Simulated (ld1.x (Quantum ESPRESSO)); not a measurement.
**Cutoff test, zinc (Zn), TM**

| Property | Result |
| --- | --- |
| Element | Zn |
| Generator | ld1.x (Quantum ESPRESSO) 7.5 |
| Type | norm-conserving Troullier–Martins (Kleinman–Bylander form) |
| Functional | PBE |
| Relativity | scalar-relativistic |
| Frozen core | [Ar] |
| Valence charge | 12 |
| Reference configuration | 3d9 4s0 4p0 (charge +3) |
| Partial waves | 4s (bound, empty): rc 1.30 bohr; 4p (bound, empty): rc 2.05 bohr; 3d (bound): rc 1.15 bohr |
| Local potential | the d channel |
| Core correction | Bessel-smoothed model core inside 0.70 bohr |

The pseudo-atom Hamiltonian at the reference potential is diagonalised in spherical Bessel functions j_l(qr) that vanish at 20 bohr, with q² up to the cutoff. All-electron valence levels (Ry): 4s -2.6136, 4p -1.9583, 3d -3.7277.

Question: How do the lowest levels (Ry) of each channel move with the cutoff, and are there ghosts?

Answer:

| cutoff (Ry) | s #1 | s #2 | s #3 | p #1 | p #2 | p #3 | d #1 | f #1 | f #2 | Σ f·Δε (mRy) |
| --- | --- | --- | --- | --- | --- | --- | --- | --- | --- | --- |
| 8 | -2.6601 | -1.0508 | -0.5728 | -1.9518 | -0.8609 | -0.4972 | -1.3450 | -0.6120 | -0.3840 | 21444.8 |
| 18 | -4.4006 | -1.9708 | -0.9642 | -1.9578 | -0.8617 | -0.4989 | -1.4969 | -0.6143 | -0.3856 | 20077.9 |
| 35 | -13.2029 | -2.5870 | -1.0581 | -5.0244 | -1.9582 | -0.8542 | -1.6937 | -0.6146 | -0.3859 | 18306.5 |
| 55 | -17.3111 | -2.6105 | -1.0608 | -9.4462 | -1.9583 | -0.8556 | -2.1885 | -0.6147 | -0.3860 | 13853.2 |
| 90 | -18.7586 | -2.6124 | -1.0662 | -12.5676 | -1.9583 | -0.8562 | -3.2499 | -0.6148 | -0.3860 | 4300.4 |
| 140 | -19.1244 | -2.6131 | -1.0670 | -13.3437 | -1.9583 | -0.8564 | -3.7017 | -0.6149 | -0.3861 | 234.0 |
| 230 | -19.1365 | -2.6135 | -1.0673 | -13.3722 | -1.9583 | -0.8564 | -3.7274 | -0.6149 | -0.3861 | 3.3 |
| 400 | -19.1374 | -2.6136 | -1.0674 | -13.3739 | -1.9583 | -0.8564 | -3.7277 | -0.6149 | -0.3861 | 0.0 |

Result: ghost states, extra bound levels that the all-electron valence spectrum of the same l lacks: s at -260.4 eV, p at -182.0 eV (a true bound ghost makes a file unfit for plane-wave use); 10 mRy is reached at 200 Ry and 1 mRy at over 300 Ry.
